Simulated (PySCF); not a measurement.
## Converging BBr in the basis (CCSD)

PySCF, RHF reference; singlet, unpaired electrons none; De to B + Br without counterpoise correction. Frozen cores follow the default of each basis and core potential.

```tsv
basis	relativity	functions	Re (Å)	ωe (cm⁻¹)	De (eV)	frozen orbitals
cc-pVDZ/cc-pVDZ-PP	scalar-relativistic core potentials	37	1.911	698	4.09	5
jorge-DZP-DKH	spin-free X2C	58	1.861	733	4.03	10
def2-TZVPP	no relativity	79	1.895	694	4.27	10
def2-TZVPPD	no relativity	94	1.896	693	4.27	10
```

(1) How does each smaller set differ from the one with most functions, def2-TZVPPD?

Correlated steps freeze the inner cores (5 to 10 orbitals); shallow outer-core shells are correlated. Correlated levels converge slowly with the basis: in double zeta they bind strong bonds too weakly, by up to about 1 eV, and carry superposition errors of some tenths. Where the molecule has an RHF reference, its open-shell atoms are computed with UHF.

Results:

(1) cc-pVDZ/cc-pVDZ-PP: +1.5 pm, +0.7 % in ωe, -0.18 eV in De; jorge-DZP-DKH: -3.5 pm, +5.8 % in ωe, -0.24 eV in De; def2-TZVPP: -0.1 pm, +0.1 % in ωe, +0.00 eV in De. All at CCSD; the set with most functions is neither the basis-set limit nor always the best. The rows treat relativity differently, so the differences are not basis effects alone.
